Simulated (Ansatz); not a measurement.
Abridged output of a molecular run in Ansatz:

```
Functional definition: HF
1484 factors; integrals over basis functions are off by at most 1.2e-3 eV
mean field evaluation 1: about -10734.5427 eV, gradient 3.3e1 eV
mean field evaluation 2: about -10734.7197 eV, gradient 3.3e1 eV
mean field evaluation 4: about -10738.1012 eV, gradient 4.1e0 eV
mean field evaluation 8: about -10738.1637 eV, gradient 2.0e-1 eV
mean field -10738.16394668 eV, -394.6202464515 hartree, gradient 7.6e-6 eV, S^2 0.000000; 0 other end points of the search recorded, 0 dependent functions left out
8 core orbitals not correlated: weight in the atoms' cores, before any rotation towards them, 1.000 or more for the frozen orbitals, at most 0.000 for the correlated occupied ones
reference -10738.16394668 eV, -394.6202464515 hartree; 12, 12 occupied and 241, 241 virtual orbitals, 1484 factors
second order -16.04593437 eV of doubles, -0.00000000 eV of singles
cycle   1  -17.10083563 eV  change    -1.1e0 eV  update   8.8e-2
cycle   2  -17.59836025 eV  change   -5.0e-1 eV  update   2.6e-2
cycle   3  -17.65585631 eV  change   -5.7e-2 eV  update   1.0e-2
cycle   4  -17.64999816 eV  change    5.9e-3 eV  update   3.3e-3
cycle   5  -17.64945278 eV  change    5.5e-4 eV  update   1.5e-3
cycle   6  -17.64926682 eV  change    1.9e-4 eV  update   5.2e-4
cycle   7  -17.64919706 eV  change    7.0e-5 eV  update   1.9e-4
cycle   8  -17.64924246 eV  change   -4.5e-5 eV  update   8.0e-5
cycle   9  -17.64924794 eV  change   -5.5e-6 eV  update   2.8e-5
perturbative correction -0.65187819 eV, -0.0239560817 hartree
Total energy: -10756.46507281 eV, -395.2928004318 hartree
```

Its atoms:

Z-matrix (Å, degrees):
```
C
C 1 1.528
Si 1 1.911 2 109.8
B 1 1.529 2 118.8 3 114.4
H 1 1.098 2 112.5 3 -111.1
H 2 1.093 1 111.0 3 -65.4
H 2 1.093 1 110.7 3 175.8
H 2 1.093 1 112.6 3 55.5
H 3 1.488 1 111.6 2 73.0
H 3 1.487 1 107.1 2 -45.3
H 3 1.485 1 111.4 2 -165.0
H 4 1.199 1 120.6 2 164.3
H 4 1.199 1 120.4 2 -20.8
```

**Question.** Which basis set was used?
A. cc-pV(D+d)Z
B. def2-TZVPP
C. def2-SVPD
D. def2-TZVPPD

**Answer.** B. It gives 261 functions.

**Question.** Write the keys of the input that set method, charge and spin (a neutral closed shell needs none for the last two).

**Answer.** 
```yaml
correlation: {method: ccsd_t}
```
